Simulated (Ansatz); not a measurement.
Consider the hydrogen abstraction from the Se–H bond: `F[Si](F)(F)[SeH]` + F• → `F[Si](F)(F)[Se]`• + H–F.

Isolated molecules relaxed with PBE0-D4/def2-TZVP in Ansatz; ΔE leaves out vibrations. CCSD(T)/CBS is the MP2 limit (def2-TZVPP, def2-QZVPP) plus CCSD(T) − MP2 in def2-TZVPP, frozen cores. This one scheme is used for every species, atoms too. DFT in def2-TZVPP. Open shells (•) are unrestricted, without spin–orbit coupling. Spin–orbit coupling would lower the free atoms: a little for F. Bonds to Se are less sure, by a few kJ/mol each and by 10 to 20 or more in all where they break to atoms, as the def2 sets lack core-valence functions. Scalar relativity is left out up to krypton. Each species was taken in one conformer, which may not be the lowest.

```json
{"species": "`F[Si](F)(F)[SeH]`", "B2PLYP energy (Eh)": "-2990.91717"}
{"species": "F•", "B2PLYP energy (Eh)": "-99.71857"}
{"species": "`F[Si](F)(F)[Se]`•", "B2PLYP energy (Eh)": "-2990.28464"}
{"species": "H–F", "B2PLYP energy (Eh)": "-100.43758"}
```

Q: Work out ΔE.

A: ΔE = (-2990.28464) + (-100.43758) − (-2990.91717) − (-99.71857) = -0.08648 Eh = -54.3 kcal/mol. CCSD(T)/CBS gives -54.8 kcal/mol.

Largest T1 diagnostic among the species: 0.011.

In def2-TZVPP, CCSD(T) changes the Hartree–Fock value by −15.7 kcal/mol (the triples alone add −0.6 kcal/mol) and MP2 by −20.9 kcal/mol. From PBE to PBE0 (25 % exact exchange), in def2-TZVPP and without D4, ΔE moves by +4.3 kcal/mol.
